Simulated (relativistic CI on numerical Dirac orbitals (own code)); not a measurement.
What each ingredient does to the levels of Pb LXXVII

Base calculation: Dirac-Coulomb-Breit CI, KLI orbitals optimised for each configuration, a model potential for QED, unscaled Slater integrals.

Configurations in the expansion (outside the closed core 1s2): 2s²2p², 2s2p³, 2p⁴, 2p³3s, 2s²2p3s, 2p³3p, 2s²2p3p, 2p³3d, 2s²2p3d, 2s2p²3s, 2s2p²3p, 2s2p²3d, 2s²2p4s, 2s²2p4p, 2s²2p4d, 2s²2p4f. Levels of other configurations are missing.

The lowest level and the first level of each name with at least 55 % of one term (blank where a level has no safe partner in the second run):

```csv
Level,Base (eV),Shift (eV)
2s²2p² ³P0,0.0,0.0
2s²2p² ³P1,2286.6,-0.4
2s²2p² ¹D2,2304.8,-0.3
2s²2p² ³P2,4624.4,-0.5
2s²2p² ¹S0,4697.9,-0.8
2s2p³ ³D°3,4949.0,-0.6
2s2p³ ³P°0,5026.4,-0.7
2s2p³ ¹D°2,5060.5,-0.1
2s2p³ ³P°1,5065.8,-0.5
2p⁴ ³P2,5442.5,-0.2
2p⁴ ¹S0,5518.8,-0.1
2p⁴ ³P1,7750.6,-0.5
2p⁴ ¹D2,7769.1,-0.3
2p⁴ ³P0,10123.4,-0.4
2s²2p3s ³P°0,13303.6,
2s²2p3s ³P°1,13307.4,
2s²2p3p ³D1,13408.0,
2s²2p3p ³P0,13467.3,
2s2p²3s ³P0,13683.9,
2s²2p3d ³F°2,14183.2,
2s²2p3s ³P°2,15651.6,
2s²2p3s ¹P°1,15662.2,
```

At this charge energies of transitions that change n are usually good to better than 1 %, and those within a shell (Δn = 0) to a few per cent.

Q: One thing was changed in a second run, which moved the levels as shown. Which?
A. only the first 3 configurations
B. QED terms removed
C. Breit term removed

A: A. Only the first 3 configurations. With fewer configurations the levels that remain lose their mixing partners.

LS names give the leading component of a level, which can be under half, so a name can repeat, a term be missing and a line seem to break the LS rules.
